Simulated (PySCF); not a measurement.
Computed properties of Ge(OH)3(PH2) (GeH5O3P), SMILES [OH][Ge]([OH])([OH])[PH2]

Ge(OH)3(PH2) (GeH5O3P), SMILES [OH][Ge]([OH])([OH])[PH2]. Geometry optimised at B3LYP-D3(BJ)/def2-SVP. Other conformers were not sampled. All values are computed for the isolated molecule unless a solvent is named; none is compared with measurement here.

**Structure.** All 24 harmonic modes at B3LYP-D3(BJ)/def2-SVP (PySCF) are real, so it is a minimum. With heavy atoms numbered as in [OH:1][Ge:2]([OH:3])([OH:4])[PH2:5], the shortest bond between them is O1–Ge2 at 1.777 Å and the longest Ge2–P5 at 2.320 Å.

**Vibrations.** The strongest infrared lines (harmonic, unscaled, degenerate partners summed) lie at 895 cm⁻¹ (128 km/mol, H 89 %, O 9 %), 310 cm⁻¹ (112 km/mol, H 62 %, O 34 %), 908 cm⁻¹ (100 km/mol, H 88 %, O 10 %). The softest mode is at 71 cm⁻¹ and the zero-point energy is 36.6 kcal/mol.

**Electronic structure.** CAM-B3LYP/def2-TZVP (PySCF) places the frontier levels at -9.18 and 0.59 eV, a gap of 9.77 eV, and gives a dipole moment of 0.87 D and a mean polarisability of 64.2 bohr³. PBE/def2-TZVP (PySCF) at the same geometry gives -6.63 and -1.28 eV, so its gap is 4.42 eV narrower. An orbital gap is neither the optical nor the fundamental gap.

**Excitations.** TDA-M06-2X/def2-SVPD (PySCF) has S1 at 6.64 eV (187 nm, f = 0.131, bright); the most intense of the 10 singlets computed lies at 8.37 eV (f = 0.25). T1 (TDA) is at 5.71 eV, 0.93 eV under S1. TDA-PBE/def2-SVPD (PySCF) puts S1 at 5.57 eV. No vertical singlet excitation falls in the visible range (under 3.1 eV).

**NMR.** GIAO shifts at B3LYP/pcSseg-1 (PySCF) (non-relativistic, atoms alike by connectivity averaged): ¹H from 2.0 to 2.2 ppm against TMS.
